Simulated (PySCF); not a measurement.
**Radial density of Ne²⁺ (neon, charge +2)**

UHF, [He] 2s2 2p4, high-spin 3P determinant. All numbers are calculated (PySCF 2.14, scalar relativity by spin-free X2C-1e, in aug-cc-pCVQZ-DK).

```json
{"r (bohr)": "0.00241", "4πr²ρ (e/bohr)": "0.04793", "4πr²(ρα − ρβ)": "0.0000"}
{"r (bohr)": "0.00405", "4πr²ρ (e/bohr)": "0.1274", "4πr²(ρα − ρβ)": "0.0000"}
{"r (bohr)": "0.00682", "4πr²ρ (e/bohr)": "0.3340", "4πr²(ρα − ρβ)": "0.0001"}
{"r (bohr)": "0.0115", "4πr²ρ (e/bohr)": "0.8477", "4πr²(ρα − ρβ)": "0.0004"}
{"r (bohr)": "0.0193", "4πr²ρ (e/bohr)": "2.030", "4πr²(ρα − ρβ)": "0.0010"}
{"r (bohr)": "0.0324", "4πr²ρ (e/bohr)": "4.385", "4πr²(ρα − ρβ)": "0.0033"}
{"r (bohr)": "0.0546", "4πr²ρ (e/bohr)": "7.963", "4πr²(ρα − ρβ)": "0.0140"}
{"r (bohr)": "0.0918", "4πr²ρ (e/bohr)": "10.83", "4πr²(ρα − ρβ)": "0.0689"}
{"r (bohr)": "0.154", "4πr²ρ (e/bohr)": "9.325", "4πr²(ρα − ρβ)": "0.2971"}
{"r (bohr)": "0.260", "4πr²ρ (e/bohr)": "5.292", "4πr²(ρα − ρβ)": "1.0146"}
{"r (bohr)": "0.437", "4πr²ρ (e/bohr)": "5.990", "4πr²(ρα − ρβ)": "2.1431"}
{"r (bohr)": "0.735", "4πr²ρ (e/bohr)": "6.718", "4πr²(ρα − ρβ)": "2.1744"}
{"r (bohr)": "1.24", "4πr²ρ (e/bohr)": "2.435", "4πr²(ρα − ρβ)": "0.7181"}
{"r (bohr)": "2.08", "4πr²ρ (e/bohr)": "0.1691", "4πr²(ρα − ρβ)": "0.0446"}
{"r (bohr)": "3.50", "4πr²ρ (e/bohr)": "0.001396", "4πr²(ρα − ρβ)": "0.0003"}
```

Densities and radii are taken from the X2C orbitals without a picture-change correction, which distorts them close to the nucleus.
